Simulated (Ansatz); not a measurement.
Geometry optimisation of FH$_{6}$NSi$_{2}$, SMILES `N[SiH2][SiH2]F`.

```yaml
crystal:
  periodic: [false, false, false]
  atoms:
    - {symbol: N, position_ang: [-1.141679, 0.185673, -1.266851]}
    - {symbol: Si, position_ang: [-0.559488, -0.802951, 0.055093]}
    - {symbol: Si, position_ang: [1.361291, 0.381435, 0.728015]}
    - {symbol: F, position_ang: [0.932705, 1.974370, 0.581616]}
    - {symbol: H, position_ang: [-1.134878, 1.197203, -1.099489]}
    - {symbol: H, position_ang: [-2.000649, -0.081602, -1.757191]}
    - {symbol: H, position_ang: [-1.484121, -1.004549, 1.241313]}
    - {symbol: H, position_ang: [-0.218607, -2.178859, -0.456050]}
    - {symbol: H, position_ang: [1.787193, 0.137859, 2.152014]}
    - {symbol: H, position_ang: [2.541434, 0.140321, -0.175670]}
basis:
  gaussian: {orbitals: def2-TZVP}
hamiltonian: {xc: pbe0, dispersion: d4}
relax: {f_tol: 0.005, max_steps: 150}
```

```sh
$ ansatz run in.yaml --threads 2 --pin off --events-out ev --progress --plain --max-ram 4352MiB
```

Shortened log:

```
Functional definition: PBE0
mean field -20053.26113035 eV, -736.9437539519 hartree, gradient 1.4e-5 eV, S^2 0.000000; 0 other end points of the search recorded, 0 dependent functions left out
relax step   1: F+E_penalty+E_count = -20053.42935049 eV  Δ(F+E_penalty+E_count) = +0.000e0 eV  max|allowed force component| = 1.095e0 eV/Å  Δτ_max = 0.0000 Å  (27 SCF iters, accepted)
mean field -20053.30932918 eV, -736.9455252262 hartree, gradient 1.0e-5 eV, S^2 0.000000; 0 other end points of the search recorded, 0 dependent functions left out
relax step   2: F+E_penalty+E_count = -20053.47618138 eV  Δ(F+E_penalty+E_count) = -4.683e-2 eV  max|allowed force component| = 8.603e-1 eV/Å  Δτ_max = 0.1038 Å  (30 SCF iters, accepted)
mean field -20053.32483510 eV, -736.9460950582 hartree, gradient 9.3e-6 eV, S^2 0.000000; 0 other end points of the search recorded, 0 dependent functions left out
relax step   3: F+E_penalty+E_count = -20053.49229572 eV  Δ(F+E_penalty+E_count) = -1.611e-2 eV  max|allowed force component| = 4.419e-1 eV/Å  Δτ_max = 0.0335 Å  (31 SCF iters, accepted)
mean field -20053.32969302 eV, -736.9462735833 hartree, gradient 9.0e-6 eV, S^2 0.000000; 0 other end points of the search recorded, 0 dependent functions left out
relax step   4: F+E_penalty+E_count = -20053.49693119 eV  Δ(F+E_penalty+E_count) = -4.635e-3 eV  max|allowed force component| = 2.665e-1 eV/Å  Δτ_max = 0.0623 Å  (30 SCF iters, accepted)
mean field -20053.33259433 eV, -736.9463802045 hartree, gradient 9.1e-6 eV, S^2 0.000000; 0 other end points of the search recorded, 0 dependent functions left out
relax step   5: F+E_penalty+E_count = -20053.49956662 eV  Δ(F+E_penalty+E_count) = -2.635e-3 eV  max|allowed force component| = 7.654e-2 eV/Å  Δτ_max = 0.0418 Å  (29 SCF iters, accepted)
mean field -20053.33339175 eV, -736.9464095093 hartree, gradient 9.1e-6 eV, S^2 0.000000; 0 other end points of the search recorded, 0 dependent functions left out
relax step   6: F+E_penalty+E_count = -20053.50026341 eV  Δ(F+E_penalty+E_count) = -6.968e-4 eV  max|allowed force component| = 5.961e-2 eV/Å  Δτ_max = 0.0220 Å  (31 SCF iters, accepted)
mean field -20053.33260297 eV, -736.9463805221 hartree, gradient 9.1e-6 eV, S^2 0.000000; 0 other end points of the search recorded, 0 dependent functions left out
relax step   7: F+E_penalty+E_count = -20053.49912768 eV  Δ(F+E_penalty+E_count) = +1.136e-3 eV  max|allowed force component| = 9.669e-2 eV/Å  Δτ_max = 0.0608 Å  (29 SCF iters, rejected (line search))
mean field -20053.33421308 eV, -736.9464396926 hartree, gradient 9.1e-6 eV, S^2 0.000000; 0 other end points of the search recorded, 0 dependent functions left out
relax step   8: F+E_penalty+E_count = -20053.50094681 eV  Δ(F+E_penalty+E_count) = -6.834e-4 eV  max|allowed force component| = 1.855e-2 eV/Å  Δτ_max = 0.0304 Å  (31 SCF iters, accepted)
mean field -20053.33554869 eV, -736.9464887752 hartree, gradient 9.7e-6 eV, S^2 0.000000; 0 other end points of the search recorded, 0 dependent functions left out
relax step   9: F+E_penalty+E_count = -20053.50175138 eV  Δ(F+E_penalty+E_count) = -8.046e-4 eV  max|allowed force component| = 7.529e-2 eV/Å  Δτ_max = 0.0978 Å  (29 SCF iters, accepted)
mean field -20053.33587799 eV, -736.9465008770 hartree, gradient 9.2e-6 eV, S^2 0.000000; 0 other end points of the search recorded, 0 dependent functions left out
relax step  10: F+E_penalty+E_count = -20053.50207183 eV  Δ(F+E_penalty+E_count) = -3.204e-4 eV  max|allowed force component| = 3.217e-2 eV/Å  Δτ_max = 0.0096 Å  (31 SCF iters, accepted)
mean field -20053.33623534 eV, -736.9465140093 hartree, gradient 9.2e-6 eV, S^2 0.000000; 0 other end points of the search recorded, 0 dependent functions left out
relax step  11: F+E_penalty+E_count = -20053.50233854 eV  Δ(F+E_penalty+E_count) = -2.667e-4 eV  max|allowed force component| = 2.078e-2 eV/Å  Δτ_max = 0.0204 Å  (30 SCF iters, accepted)
mean field -20053.33656248 eV, -736.9465260316 hartree, gradient 9.3e-6 eV, S^2 0.000000; 0 other end points of the search recorded, 0 dependent functions left out
relax step  12: F+E_penalty+E_count = -20053.50248752 eV  Δ(F+E_penalty+E_count) = -1.490e-4 eV  max|allowed force component| = 1.418e-2 eV/Å  Δτ_max = 0.0343 Å  (30 SCF iters, accepted)
mean field -20053.33676449 eV, -736.9465334550 hartree, gradient 9.3e-6 eV, S^2 0.000000; 0 other end points of the search recorded, 0 dependent functions left out
relax step  13: F+E_penalty+E_count = -20053.50252079 eV  Δ(F+E_penalty+E_count) = -3.327e-5 eV  max|allowed force component| = 1.058e-2 eV/Å  Δτ_max = 0.0288 Å  (30 SCF iters, accepted)
mean field -20053.33676778 eV, -736.9465335759 hartree, gradient 1.0e-5 eV, S^2 0.000000; 0 other end points of the search recorded, 0 dependent functions left out
relax step  14: F+E_penalty+E_count = -20053.50252793 eV  Δ(F+E_penalty+E_count) = -7.134e-6 eV  max|allowed force component| = 7.920e-3 eV/Å  Δτ_max = 0.0029 Å  (24 SCF iters, accepted)
mean field -20053.33679370 eV, -736.9465345285 hartree, gradient 8.1e-6 eV, S^2 0.000000; 0 other end points of the search recorded, 0 dependent functions left out
relax step  15: F+E_penalty+E_count = -20053.50253464 eV  Δ(F+E_penalty+E_count) = -6.709e-6 eV  max|allowed force component| = 9.659e-3 eV/Å  Δτ_max = 0.0021 Å  (22 SCF iters, accepted)
mean field -20053.33676228 eV, -736.9465333740 hartree, gradient 2.1e-5 eV, S^2 0.000000; 0 other end points of the search recorded, 0 dependent functions left out
relax step  16: F+E_penalty+E_count = -20053.50254150 eV  Δ(F+E_penalty+E_count) = -6.865e-6 eV  max|allowed force component| = 4.565e-3 eV/Å  Δτ_max = 0.0047 Å  (22 SCF iters, accepted)
mean field -20053.33676228 eV, -736.9465333740 hartree, gradient 2.3e-5 eV, S^2 0.000000; 1 other end points of the search recorded, 0 dependent functions left out
Total energy: -20053.50257478 eV, -736.9526268709 hartree
Atom 0 at    -1.188812     0.128236    -1.309938 Å, force     0.004565    -0.001396     0.003292 eV/Å
Atom 1 at    -0.574815    -0.698136     0.070851 Å, force    -0.000643    -0.000203    -0.000873 eV/Å
Atom 2 at     1.383205     0.401840     0.747712 Å, force     0.001240    -0.000874     0.000225 eV/Å
Atom 3 at     1.056912     1.970612     0.928074 Å, force    -0.000245    -0.000105     0.000042 eV/Å
Atom 4 at    -1.273924     1.131927    -1.284558 Å, force    -0.002871     0.000601    -0.001938 eV/Å
Atom 5 at    -1.934958    -0.279371    -1.850802 Å, force    -0.001435     0.000979    -0.000778 eV/Å
Atom 6 at    -1.503468    -0.799884     1.239777 Å, force     0.000283    -0.000190    -0.000157 eV/Å
Atom 7 at    -0.239871    -2.093627    -0.326958 Å, force    -0.000490     0.000652     0.000106 eV/Å
Atom 8 at     1.889960    -0.106468     2.050932 Å, force    -0.000067     0.000592    -0.000264 eV/Å
Atom 9 at     2.468971     0.293770    -0.262288 Å, force    -0.000337    -0.000056     0.000345 eV/Å
Dipole moment:    -0.240277    -0.141805    -0.169949 e Å
```

It took 70 s on 2 threads of an Arm Neoverse V1 on a shared host, with 0.39 GiB of host memory at the peak.
